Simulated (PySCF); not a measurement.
A side-by-side comparison of computed properties.

First species: C3H8SSi2.
SMILES: `[SiH2](C#C[SiH3])SC`

Second species: Br2Cl2Si.
SMILES: `Cl[Si](Cl)(Br)Br`

Levels: B3LYP/def2-SVPD for dipole moment, HOMO energy, LUMO energy, HOMO–LUMO gap, static isotropic polarisability and electronic spatial extent ⟨r²⟩ about the centre of nuclear charge; TDDFT B3LYP/def2-SVPD for lowest singlet excitation; PBE0-D3(BJ)/def2-SVP for rotational constant A and rotational constant C. Geometries: PBE0-D3(BJ)/def2-SVP. All species are isolated and taken at one optimised geometry, non-relativistic unless stated. Electronic properties by PySCF.

The conformers computed, where there is a choice (atom-mapped SMILES and torsion angles):
- `[CH3:1][S:2][SiH2:3][C:4]#[C:5][SiH3:6]`: C1–S2–Si3–C4 57°

| property | column X | column Y |
| --- | --- | --- |
| dipole moment | 0.29 D | 1.49 D |
| HOMO energy | -8.62 eV | -6.82 eV |
| LUMO energy | -1.84 eV | -1.18 eV |
| HOMO–LUMO gap | 6.78 eV | 5.64 eV |
| lowest singlet excitation | 5.76 eV | 4.75 eV |
| static isotropic polarisability | 93.8 au | 115.9 au |
| electronic spatial extent ⟨r²⟩ about the centre of nuclear charge | 1807 bohr² | 1832 bohr² |
| rotational constant A | 1.035 GHz | 3.744 GHz |
| rotational constant C | 0.626 GHz | 0.608 GHz |

(1) Which column belongs to which species?

(2) How does each property change from the first species to the second?

Answers

(1) Column X is the second species and column Y the first. The first has 14 atoms and 70 electrons, the second 5 and 118.

(2) dipole moment -1.20 D; HOMO energy -1.80 eV; LUMO energy -0.66 eV; HOMO–LUMO gap +1.14 eV; lowest singlet excitation +1.01 eV; static isotropic polarisability -22.1 au; electronic spatial extent ⟨r²⟩ about the centre of nuclear charge -25 bohr²; rotational constant A -2.709 GHz; rotational constant C +0.018 GHz.

On the first: The dipole equals about 5.0 × 10⁻³⁰ C·m (1 D = 3.33564 × 10⁻³⁰ C·m). The polarisability is 17.18 Å³ as a volume (1 au = 0.148185 Å³), or 1.66 au for each of the 70 electrons.

On the second: Point group C2v permits a dipole; with 0.29 D the species has a pure rotational spectrum. The polarisability is 13.90 Å³ as a volume (1 au = 0.148185 Å³), or 0.79 au for each of the 118 electrons. Relativistic effects, spin–orbit coupling among them, are left out although an element past zinc is present.
